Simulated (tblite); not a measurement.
Run record: tight-binding relaxation, `[O]c1cccc(B(F)F)c1` [radical].

Computed with GFN2-xTB geometry optimisation, gas phase (tblite 0.8.0). Start geometry: from a force field or distance geometry. A driver script takes a list of jobs; this job's settings line and coordinates (Å) are shown.

Command:
```bash
OMP_NUM_THREADS=1 python probes_run.py task.json out
```

Input:
```
{"job": {"kind": "relax", "xc": "GFN2-xTB", "basis": "xTB"}, "charge": 0, "multiplicity": 2}
O     -2.172000     2.164500     0.286500
C     -1.371800     1.054800     0.134400
C     -1.930400    -0.221900     0.012800
C     -1.122900    -1.335100    -0.143200
C      0.268100    -1.204000    -0.137200
C      0.846300     0.068000    -0.012400
B      2.415800     0.232000    -0.024300
F      3.273900    -0.924300    -0.165000
F      3.022200     1.532500     0.119100
C      0.020900     1.194100     0.139200
H     -3.019100    -0.334000     0.014800
H     -1.570800    -2.326900    -0.237200
H      0.880900    -2.084400    -0.247300
H      0.458100     2.184100     0.237600
```

Output:
```
step      E/eV     max force
  0    -806.41361    5.582
  1    -807.23381    2.331
  2    -807.38038    1.253
  3    -807.42719    1.076
  4    -807.45043    0.389
  5    -807.45690    0.181
  6    -807.45835    0.077
  7    -807.45897    0.069
  8    -807.45933    0.074
  9    -807.45969    0.040
 10    -807.45985    0.025
 11    -807.45990    0.016
 12    -807.45992    0.016
 13    -807.45994    0.015
 14    -807.45997    0.015
 15    -807.45999    0.013
 16    -807.46001    0.013
 17    -807.46003    0.016
 18    -807.46006    0.022
 19    -807.46010    0.020
 20    -807.46013    0.013
 21    -807.46014    0.009
```

«max force» is the largest atomic force in eV/Å.

From which step on does the largest force stay under 0.1 eV/Å, and how much energy is left to gain from there?

From step 6 (0.077 eV/Å), 1.8 meV above the end.

Main results: energy lowered by 24.1 kcal/mol over 21 steps; largest atomic force 0.009 eV/Å at the end.

The run took 0.13 s wall on one thread of an Arm Neoverse V1 (shared host).
Labels such as C1 count atoms from 1, the log's own numbers from 0.
